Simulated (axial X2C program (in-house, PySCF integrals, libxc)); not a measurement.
Worked dissociation energy of ZnIn: r2SCAN0, spin-free

Computed with an axial X2C code built on PySCF integrals. Spin-free means the one-electron spin-free X2C Hamiltonian. Basis: In dyall-cv3z [11s12p9d4f1g], Zn dyall-cv3z [9s10p6d3f2g] (cores contracted in-house); Gaussian nuclei, density fitting, unrestricted open shells. Masses: In 114.904 u, Zn 63.929 u.

Molecular state: M_S = 1/2, Λ = 1 (beyond evenly filled blocks: π+α).

```
E(In) (2M_S = 1, M_L = 0) : -5880.985731 hartree
E(Zn) (2M_S = 0, M_L = 0) : -1795.886828 hartree
E(ZnIn) at Re             : -7676.881127 hartree
ωe                        : 109.5 cm⁻¹
ωexe                      : 1.03 cm⁻¹
```

(1) Work out De and D0.

The state is a single determinant with fixed occupations, the lowest that a limited PBE0 search found. De is counted from the lowest determinant-based energies of the atoms at the same level, without counterpoise correction. PBE0 can misorder states that lie within some tenths of an eV, so this need not be the ground state of the molecule. The nearest other spin-free determinant of the search, M_S = 1/2, Λ = 0, lies 0.24 eV up at the distance of the search. Without a current term, density functionals place determinants with orbital angular momentum somewhat too high. The atomic limit has a lower orbital projection than the molecule and lies lower at mean-field level, so De may be about a tenth of an eV too small. Spin-free De lacks the spin–orbit lowering of the heavy p-block atom, a tenth of an eV or more for 4p and 5p, up to an eV for 6p and one to two eV for 7p atoms, less what an open-shell molecule gains itself.

Each atomic determinant is the lowest at this level and need not be a pure term. Totals compare only within one Hamiltonian and basis.

Results:

(1) De = -5880.985731 + (-1795.886828) − (-7676.881127) = 0.00857 hartree = 0.233 eV. The zero-point energy is ωe/2 − ωexe/4 = 54 cm⁻¹ = 0.007 eV, so D0 = 0.226 eV.
